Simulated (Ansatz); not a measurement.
```yaml
crystal:
  periodic: [false, false, false]
  atoms:
    - {symbol: C, position_ang: [-0.589852, 1.411958, -0.833079]}
    - {symbol: S, position_ang: [0.964082, 1.873324, -0.001874]}
    - {symbol: Ga, position_ang: [1.568311, -0.025679, 0.989709]}
    - {symbol: C, position_ang: [0.387950, -1.619906, 0.759375]}
    - {symbol: H, position_ang: [-0.430193, 0.623914, -1.567804]}
    - {symbol: H, position_ang: [-1.347032, 1.097420, -0.116106]}
    - {symbol: H, position_ang: [-0.948974, 2.302224, -1.350392]}
    - {symbol: H, position_ang: [0.782658, -2.491579, 1.279139]}
    - {symbol: H, position_ang: [-0.604144, -1.381531, 1.151450]}
    - {symbol: H, position_ang: [0.300391, -1.841345, -0.307419]}
basis:
  gaussian: {orbitals: def2-SVP}
magnetization: {spin_polarized: true, initial_magnetization: 1}
hamiltonian: {xc: {name: wB97X-V}}
output: {forces: true}
```

```sh
$ ansatz run in.yaml --threads 2 --pin off --events-out ev --progress --plain --max-ram 32768MiB --backend cpu
```

Shortened log:

```
Functional definition: wB97X-V
1085 factors; integrals over basis functions are off by at most 1.1e-3 eV
310 factors; integrals over basis functions are off by at most 6.8e-6 eV
mean field evaluation 1: about -65362.5702 eV, gradient 2.7e1 eV
mean field evaluation 2: about -65364.1740 eV, gradient 2.2e1 eV
mean field evaluation 4: about -65366.3214 eV, gradient 1.2e0 eV
mean field evaluation 8: about -65366.4184 eV, gradient 7.1e-2 eV
mean field evaluation 16: about -65366.4185 eV, gradient 5.8e-4 eV
mean field -65366.41850796 eV, -2402.1715732178 hartree, gradient 3.2e-5 eV, S^2 0.753021; 0 other end points of the search recorded, 0 dependent functions left out
reference -65366.41850701 eV, -2402.1715731829 hartree; 33, 32 occupied and 75, 76 virtual orbitals, 1085 factors
Total energy: -65366.41850701 eV, -2402.1715731829 hartree
Atom 0 at    -0.589852     1.411958    -0.833079 Å, force     0.234335     0.075660     0.123124 eV/Å
Atom 1 at     0.964082     1.873324    -0.001874 Å, force     0.169428     0.006875     0.104262 eV/Å
Atom 2 at     1.568311    -0.025679     0.989709 Å, force    -0.001324     0.006636    -0.002879 eV/Å
Atom 3 at     0.387950    -1.619906     0.759375 Å, force     0.270149     0.386574     0.045683 eV/Å
Atom 4 at    -0.430193     0.623914    -1.567804 Å, force     0.020575    -0.278084    -0.268382 eV/Å
Atom 5 at    -1.347032     1.097420    -0.116106 Å, force    -0.292011    -0.117003     0.226039 eV/Å
Atom 6 at    -0.948974     2.302224    -1.350392 Å, force    -0.138420     0.265958    -0.173907 eV/Å
Atom 7 at     0.782658    -2.491579     1.279139 Å, force     0.118439    -0.316971     0.173289 eV/Å
Atom 8 at    -0.604144    -1.381531     1.151450 Å, force    -0.337643     0.060075     0.123276 eV/Å
Atom 9 at     0.300391    -1.841345    -0.307419 Å, force    -0.043529    -0.089720    -0.350505 eV/Å
Dipole moment:    -0.267666    -0.363276    -0.051767 e Å
```

Run time 11 s (2 threads of an AMD EPYC 7R13 on a shared host); peak host memory 0.55 GiB.
